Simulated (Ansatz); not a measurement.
H6AlFO2Si2, singlet, geometry from GFN2-xTB (such geometries of metal compounds can be far from the true shape); PBE/def2-SVPD (Ansatz, an electronic-structure program).

Here is a job for Ansatz.
Ansatz 0.2 input:
```yaml
crystal:
  periodic: [false, false, false]
  atoms:
    - {symbol: Al, position_ang: [0.33588880, 0.50742088, 0.48652651]}
    - {symbol: F, position_ang: [1.04426497, 1.57890071, 1.51590717]}
    - {symbol: O, position_ang: [-0.76863298, 1.05603204, -0.62406479]}
    - {symbol: Si, position_ang: [-1.86340584, 1.53770520, -1.73586570]}
    - {symbol: H, position_ang: [-3.17825714, 1.20240888, -1.18684906]}
    - {symbol: H, position_ang: [-1.56784028, 0.79636800, -2.96305992]}
    - {symbol: H, position_ang: [-1.67609677, 2.97951438, -1.89916029]}
    - {symbol: O, position_ang: [0.74005638, -1.09955859, 0.58045076]}
    - {symbol: Si, position_ang: [1.10009363, -2.69156893, 0.62916554]}
    - {symbol: H, position_ang: [-0.13136271, -3.38082846, 1.01805829]}
    - {symbol: H, position_ang: [2.16242728, -2.84385705, 1.62348476]}
    - {symbol: H, position_ang: [1.54117432, -3.05787906, -0.71776857]}
basis:
  gaussian:
    orbitals: def2-SVPD
hamiltonian:
  xc: pbe
```

**Question.** What does Ansatz print? Leave out banner, timings and long lists.

**Answer.** 
```
Functional definition: PBE
1624 factors; their error is unknown
mean field evaluation 1: about -29219.5658 eV, gradient 9.8e1 eV
mean field evaluation 2: about -29124.8920 eV, gradient 2.3e2 eV
mean field evaluation 4: about -29235.5571 eV, gradient 2.5e1 eV
mean field evaluation 8: about -29236.5244 eV, gradient 1.5e-1 eV
mean field evaluation 16: about -29236.4645 eV, gradient 4.4e-5 eV
mean field -29236.46453087 eV, -1074.4202543222 hartree, gradient 4.4e-5 eV, S^2 0.000000; 0 other end points of the search recorded, 0 dependent functions left out
reference -29236.46459666 eV, -1074.4202567398 hartree; 36, 36 occupied and 153, 153 virtual orbitals, 1624 factors
Total energy: -29236.46459666 eV, -1074.4202567398 hartree
```
